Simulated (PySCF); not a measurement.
NMR data simulated for an unnamed compound:

$^{1}$H NMR (400 MHz, computed): δ 6.44 (br s, 1H).

$^{13}$C{$^{1}$H} NMR (computed): δ 165.8 (C), 125.4 (C).

[PySCF 2.14.0 with density-fitted response routines: σ from GIAO-B97-2/pcSseg-2; coordinates at the PBE0-D3(BJ)/def2-TZVP level; no relativistic terms; no solvent; one conformer; rapidly exchanging positions averaged]

Referencing at the same level of theory: $^{1}$H (σ = 31.64 ppm) and $^{13}$C (σ = 185.38 ppm) vs TMS.

Q: Which of these does the molecule contain: a (CH3)2CH unit, a CF3 group, a ketone, a three-membered ring, an OH group, a carboxylic acid?

A: 
- A (CH3)2CH unit: no.
- A CF3 group: yes (δC 125.4).
- A ketone: no.
- A three-membered ring: no.
- An OH group: yes (δH 6.44 (br s)).
- A carboxylic acid: yes (δC 165.8; δH 6.44 (br s)).

The data belong to trifluoroacetic acid (SMILES O=C(O)C(F)(F)F); they needn't prove each group on their own.

Carbon signals by region: 1 in the far downfield region (above 160 ppm), 1 in the sp2 and nitrile region (100–160 ppm). Above 160 ppm: 165.8, carboxylic acid carbon.

The OH or NH signal is concentration- and solvent-dependent in practice; the value given is the gas-phase one. Splittings by $^{19}$F in the carbon and heteronuclear signals aren't shown, as no couplings were computed. Shifts are as computed. Against solution values, carbons near 30 ppm lie about +3 ppm off and those near 130 ppm about +7 ppm. Of 1211 compounds with measured shifts, 218 miss one by over three times the rms of a fit or turn the order of signals round; such compounds aren't used in these exercises. The C=O carbon of an acid or of an amide with N–H lies up to 10 ppm further downfield in solution, through hydrogen bonding that the calculation lacks.
